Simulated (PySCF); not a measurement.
# Ionisation energy of Ir⁴⁹⁺ by level of theory

Ir⁴⁹⁺ [Ar] 3d10 (1S) → Ir⁵⁰⁺ [Ar] 3d9 (2D), as a difference of total energies. Computed with PySCF 2.14 in an uncontracted even-tempered set (17 s from 11 bohr⁻², ratio 2.5; 13 p from 15 bohr⁻², ratio 2.5; 7 d from 15 bohr⁻², ratio 2.5; 4 f from 62 bohr⁻², ratio 2.7; 3 g from 94 bohr⁻², ratio 2.7), with the spin-free X2C one-electron Hamiltonian (Gaussian nucleus). Correlated levels: outer shells: [Ne] frozen; virtual orbitals above 40 to 60 times the deepest correlated orbital energy dropped. The calculations carry no spin-orbit coupling.

| method | ionisation energy (eV) |
| --- | --- |
| UHF | 4575.2 |
| LDA | 4572.1 |
| PBE | 4571.3 |
| PBE0 | 4572.9 |
| r2SCAN | 4573.5 |
| TPSSh | 4570.9 |
| M06 | 4574.6 |
| MP2 (outer shells) | 4576.8 |
| SCS-MP2 (outer shells) | 4576.5 |

A first-order spin-orbit estimate (lowest level to lowest level, LS coupling) adds -32.227 eV.

Breit and QED terms and the two-electron picture change are absent.

For comparison: 4540 ± 4 eV (theoretical estimate listed by NIST; NIST Atomic Spectra Database, ionization energies).
